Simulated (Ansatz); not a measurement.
Ansatz (an electronic-structure program) input (CCSD(T)/def2-SVPD):

Ansatz 0.2 input:
```yaml
crystal:
  periodic: [false, false, false]
  atoms:
    - {symbol: Si, position_ang: [-0.58728897, -0.60404562, 0.22209472]}
    - {symbol: Br, position_ang: [-0.37032054, 1.40032089, 1.23727475]}
    - {symbol: Br, position_ang: [1.12588951, -1.01818123, -1.15402590]}
    - {symbol: O, position_ang: [-1.94045110, -0.60283321, -0.70350341]}
    - {symbol: H, position_ang: [-2.69925996, -0.09558388, -0.39500864]}
basis:
  gaussian:
    orbitals: def2-SVPD
magnetization: {spin_polarized: true, initial_magnetization: 1}
correlation: {method: ccsd_t, electrons: outside_noble_gas}
output: {forces: true}
```

Output:

```
Functional definition: HF
integrals: 0.52 GiB planned
1316 factors; integrals over basis functions are off by at most 9.4e-4 eV
mean field: 1.71 GiB planned
mean field evaluation 1: about -149892.2054 eV, gradient 2.5e1 eV
mean field evaluation 2: about -149892.2124 eV, gradient 2.5e1 eV
mean field evaluation 4: about -149895.1631 eV, gradient 2.4e0 eV
mean field evaluation 8: about -149895.2690 eV, gradient 1.8e-1 eV
mean field evaluation 16: about -149895.2413 eV, gradient 9.3e-1 eV
mean field -149895.27000618 eV, -5508.5495700639 hartree, gradient 8.5e-6 eV, S^2 0.756984; 0 other end points of the search recorded, 0 dependent functions left out
34 core orbitals not correlated
reference -149895.27000618 eV, -5508.5495700639 hartree; 13, 12 occupied and 90, 91 virtual orbitals, 1316 factors
densities: 2.15 GiB planned
second order -14.23230435 eV of doubles, -0.00000000 eV of singles
coupled cluster: 1.26 GiB planned
cycle   1  -14.61216171 eV  change   -3.8e-1 eV  update   9.5e-2
cycle   2  -14.93242645 eV  change   -3.2e-1 eV  update   2.9e-2
cycle   3  -15.02259493 eV  change   -9.0e-2 eV  update   1.7e-2
cycle   4  -15.02079932 eV  change    1.8e-3 eV  update   5.5e-3
cycle   5  -15.01799906 eV  change    2.8e-3 eV  update   2.8e-3
cycle   6  -15.01892208 eV  change   -9.2e-4 eV  update   1.1e-3
cycle   7  -15.01911458 eV  change   -1.9e-4 eV  update   4.1e-4
cycle   8  -15.01919244 eV  change   -7.8e-5 eV  update   1.5e-4
cycle   9  -15.01921923 eV  change   -2.7e-5 eV  update   6.0e-5
cycle  10  -15.01919368 eV  change    2.6e-5 eV  update   2.6e-5
cycle  11  -15.01919988 eV  change   -6.2e-6 eV  update   1.2e-5
cycle  12  -15.01920501 eV  change   -5.1e-6 eV  update   5.0e-6
cycle  13  -15.01920598 eV  change   -9.7e-7 eV  update   2.2e-6
perturbative correction -0.47850690 eV, -0.0175848044 hartree
the calculation of the forces begins
Total energy: -149910.76771907 eV, -5509.1191005079 hartree
Atom 0 at    -0.587289    -0.604046     0.222095 Å, force     0.861843    -0.061894     0.667857 eV/Å
Atom 1 at    -0.370321     1.400321     1.237275 Å, force     0.008577     0.074700     0.039974 eV/Å
Atom 2 at     1.125890    -1.018181    -1.154026 Å, force     0.071191    -0.025016    -0.070680 eV/Å
Atom 3 at    -1.940451    -0.602833    -0.703503 Å, force    -0.783925    -0.054009    -0.658372 eV/Å
Atom 4 at    -2.699260    -0.095584    -0.395009 Å, force    -0.157686     0.066219     0.021222 eV/Å
Dipole moment:    -0.326714     0.015767     0.131767 e Å
```

It need not be the lowest isomer of its formula.
